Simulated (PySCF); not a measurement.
# Substituent effects on chemical shifts

Parent skeleton `[CH3:1][C:2]([NH2:3])=[S:4]`; one hydrogen on atom 3 is replaced by X. Hydrogens on one atom are averaged.

All values are calculated (PySCF 2.14.0 with density-fitted response routines): coordinates at the GFN2-xTB level, NMR shieldings at PBE0/pcSseg-1/GIAO. Non-relativistic, a single conformation, rapidly exchanging positions averaged, in vacuum.

Referencing at the same level of theory: 13C and 1H vs TMS; NH3 for 15N; 33S vs CS2.

Parent (X = H): C1 32.4, C2 210.5, N3 146.6, S4 376.1, H(C1) 2.51 ppm. Effects are Δδ = δ(X) − δ(H), positive for deshielding.

Task: Give Δδ (ppm) for X = COCH3, cBu, tBu.

Result: 
```tsv
X	SMILES	C1	C2	N3	S4	H(C1)
COCH3	CC(=O)NC(C)=S	+4.0	+9.6	+68.4	+155.9	+0.65
cBu	CC(=S)NC1CCC1	-2.7	-2.8	+43.6	-8.2	-0.12
tBu	CC(=S)NC(C)(C)C	+5.3	-3.7	+42.2	-19.4	+0.07
```

Task: Which position responds most, and to which substituents?

Result: S4: from -19.4 ppm with tBu to +155.9 ppm with COCH3.

Experimental scales use liquid or dissolved standards, which lie at an offset from isolated NH3 (liquid NH3: subtract about 20 ppm). Unscaled 15N shifts of sp2 nitrogen come out 20 to 40 ppm too high even then.
